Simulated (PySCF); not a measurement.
## Molecular orbitals of SrBi⁻

MN15 at R = 3.180 Å; Sr def2-SVPD with ECP28, Bi def2-SVPD with ECP60; scalar-relativistic core potentials (PySCF 2.14). State: ³Π (triplet), unpaired electrons σ ↑, π ↑. Only the outer orbitals are listed, counted within each symmetry, core potentials removing the inner ones.

```json
{"spin": "α", "orbital": "3π", "occ.": "1", "ε (eV)": "-21.57", "on Sr (%)": "100", "main shells (%)": "100 Sr p"}
{"spin": "α", "orbital": "3π", "occ.": "1", "ε (eV)": "-21.52", "on Sr (%)": "100", "main shells (%)": "100 Sr p"}
{"spin": "α", "orbital": "5σ", "occ.": "1", "ε (eV)": "-21.47", "on Sr (%)": "99", "main shells (%)": "99 Sr p"}
{"spin": "α", "orbital": "6σ", "occ.": "1", "ε (eV)": "-12.10", "on Sr (%)": "1", "main shells (%)": "99 Bi s"}
{"spin": "α", "orbital": "7σ", "occ.": "1", "ε (eV)": "-2.17", "on Sr (%)": "37", "main shells (%)": "63 Bi p, 31 Sr s"}
{"spin": "α", "orbital": "4π", "occ.": "1", "ε (eV)": "-1.85", "on Sr (%)": "13", "main shells (%)": "87 Bi p"}
{"spin": "α", "orbital": "4π", "occ.": "1", "ε (eV)": "-0.98", "on Sr (%)": "20", "main shells (%)": "80 Bi p, 10 Sr d, 10 Sr p"}
{"spin": "α", "orbital": "8σ", "occ.": "1", "ε (eV)": "-0.36", "on Sr (%)": "79", "main shells (%)": "55 Sr s, 18 Sr p, 12 Bi p"}
{"spin": "α", "orbital": "5π", "occ.": "0", "ε (eV)": "2.38", "on Sr (%)": "97", "main shells (%)": "82 Sr p, 15 Sr d"}
{"spin": "α", "orbital": "5π", "occ.": "0", "ε (eV)": "2.41", "on Sr (%)": "97", "main shells (%)": "78 Sr p, 19 Sr d"}
{"spin": "α", "orbital": "9σ", "occ.": "0", "ε (eV)": "2.53", "on Sr (%)": "107", "main shells (%)": "77 Sr p, 25 Sr d"}
{"spin": "β", "orbital": "3π", "occ.": "1", "ε (eV)": "-21.50", "on Sr (%)": "100", "main shells (%)": "100 Sr p"}
{"spin": "β", "orbital": "3π", "occ.": "1", "ε (eV)": "-21.47", "on Sr (%)": "100", "main shells (%)": "100 Sr p"}
{"spin": "β", "orbital": "5σ", "occ.": "1", "ε (eV)": "-21.42", "on Sr (%)": "99", "main shells (%)": "99 Sr p"}
{"spin": "β", "orbital": "6σ", "occ.": "1", "ε (eV)": "-10.82", "on Sr (%)": "2", "main shells (%)": "98 Bi s"}
{"spin": "β", "orbital": "7σ", "occ.": "1", "ε (eV)": "-1.13", "on Sr (%)": "85", "main shells (%)": "84 Sr s, 19 Bi p"}
{"spin": "β", "orbital": "4π", "occ.": "1", "ε (eV)": "-0.51", "on Sr (%)": "28", "main shells (%)": "73 Bi p, 15 Sr p, 13 Sr d"}
{"spin": "β", "orbital": "8σ", "occ.": "0", "ε (eV)": "1.70", "on Sr (%)": "49", "main shells (%)": "40 Bi p, 33 Sr p, 11 Sr s"}
{"spin": "β", "orbital": "4π", "occ.": "0", "ε (eV)": "1.78", "on Sr (%)": "48", "main shells (%)": "53 Bi p, 37 Sr p, 11 Sr d"}
{"spin": "β", "orbital": "5π", "occ.": "0", "ε (eV)": "2.55", "on Sr (%)": "95", "main shells (%)": "77 Sr p, 18 Sr d"}
```

Q: Which are the highest filled and the lowest empty level, where do they sit, and how wide is the gap?

A: Highest filled α 8σ at -0.36 eV (in %: 55 Sr s, 18 Sr p, 12 Bi p); lowest empty β 8σ at 1.70 eV (in %: 40 Bi p, 33 Sr p, 11 Sr s); the gap at MN15 is 2.06 eV. An empty level above zero is unbound, and its energy depends on the basis.

The bond order (Mayer) is 1.59, the ⟨S²⟩ is 2.011 and the charge on Sr (Mulliken, basis-dependent) is -0.65. The charge on Sr (Löwdin, basis-dependent) is -0.67 and the dipole moment (positive dipole points towards Bi; it is taken about the centre of mass and depends on that origin) is 1.84 D.

Shares are Mulliken populations and can fall outside 0 to 100 %.

Spin–orbit coupling is left out, which matters for elements this heavy, above all for dissociation energies. The state was picked by a PBE0 search and need not be the measured ground state.
